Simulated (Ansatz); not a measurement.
Ideal-gas functions of CH3BiClFO, SMILES `C[O][Bi]([F])[Cl]` at 500 K and 1 bar, from an Ansatz frequency run at PBE0-D4/def2-TZVP.

Molar mass 294.46 g/mol, point group C1 (symmetry number 1), electronic degeneracy 1, moments of inertia 247.405, 275.938, 373.524 u Å². Harmonic wavenumbers (cm⁻¹, unscaled): 71, 80, 118, 145, 187, 263, 332, 528, 566, 1086, 1175, 1181, 1467, 1487, 1499, 3024, 3096, 3111.

Use S(trans) = R[1.5 ln M + 2.5 ln T − 1.1517]; rotational temperatures θ = 24.2544 K / I; S(rot) = R[ln(√π/σ · √(T³/θAθBθC)) + 1.5]; for each mode x = 1.438777 ν̃/T, S = R[x/(eˣ − 1) − ln(1 − e⁻ˣ)] and H = RT x/(eˣ − 1); 1 cm⁻¹ = 0.0119627 kJ/mol; R = 8.31446 J/(mol·K).

By hand: the entropy, in J/(mol·K).

Translation 190.5. Rotation: θ = 0.098, 0.0879, 0.0649 K, giving 125.9. Vibration, mode by mode: 21.53, 20.54, 17.33, 15.64, 13.57, 10.83, 9.00, 5.59, 5.12, 1.57, 1.28, 1.26, 0.65, 0.62, 0.60, 0.01, 0.01, 0.01, in all 125.2. Electronic 0.0. Sum 441.6 J/(mol·K).

By hand: H − E and G − E in kJ/mol, counted from the electronic energy.

Zero-point energy ½ × 19416 × 0.0119627 = 116.1; thermal vibration 28.5; translation, rotation and pV give 4 RT = 16.6. H − E = 161.2 kJ/mol, and G − E = 161.2 − 500 × 441.6/1000 = -59.6 kJ/mol.

Vibration gives 28 % of the entropy, 75.1 J/(mol·K) of it from the modes under 150 cm⁻¹: soft modes count most, and the harmonic formula is weakest for them. The sum counts one conformer and one mirror image; others add a mixing term.
